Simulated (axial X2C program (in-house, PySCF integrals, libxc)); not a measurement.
# Spin–orbit effects along a row: molecules with F (ions), PBE0

Computed with an axial X2C code built on PySCF integrals, spin-free (one-electron X2C) or two-component (2c: spin–orbit coupling with atomic mean-field Coulomb and Gaunt terms, which also bring small scalar terms), in Dyall basis sets with cores contracted in-house; open shells are unrestricted.

Basis sets: B dyall-v3z, Be dyall-cv3z, C dyall-v3z, F dyall-av3z, Li dyall-cv3z, O dyall-av3z.

| molecule | spin-free state | Re (Å) | ωe (cm⁻¹) | De (eV) | 2c state | Re 2c (Å) | ωe 2c (cm⁻¹) | De 2c (eV) |
| --- | --- | --- | --- | --- | --- | --- | --- | --- |
| LiF⁺ | M_S = 1/2, Λ = 1 | 2.025 | 307.3 | 0.12 | Ω = 3/2 | 2.025 | 307.3 | 0.13 |
| BeF⁺ | M_S = 0, Λ = 0 | 1.312 | 1462.3 | 5.97 | Ω = 0 | 1.312 | 1462.2 | 5.97 |
| BF⁺ | M_S = 1/2, Λ = 0 | 1.211 | 1702.2 | 5.58 | Ω = 1/2 | 1.211 | 1702.4 | 5.58 |
| CF⁺ | M_S = 0, Λ = 0 | 1.153 | 1814.8 | 7.97 | Ω = 0 | 1.153 | 1814.9 | 7.98 |
| OF⁺ | M_S = 1, Λ = 0 | 1.214 | 1470.6 | 3.59 | Ω = 1 | 1.214 | 1470.4 | 3.59 |

Fragments in 2c: F + Li+, F + Be+, F + B+, F + C+, F + O+. Each entry is the lowest single determinant of a limited PBE0 search at one distance. De goes to single-determinant-based atoms at the same level (for ions the charge split of lowest energy) and is withheld (n/a) where an atom does not fit its ground term or J level. Main or longest-lived isotopes. One determinant is a doubtful description, or other states lie close, for LiF⁺, OF⁺; these need not be ground states, and all values refer to the states named. Some open-shell Ω = 0 determinants are out of reach, so the Ω given for OF⁺ need not be the lowest component. With several unpaired electrons the Ω given is that of one determinant, not necessarily of the lowest component. Some light 2c atoms are not at their ground J level, so De misses part of their lowering (0.04 eV or less). The functionals have no current term, which raises determinants with orbital currents. Where the atoms have a lower orbital projection than the molecule, De at mean-field level may be about a tenth of an eV too small.
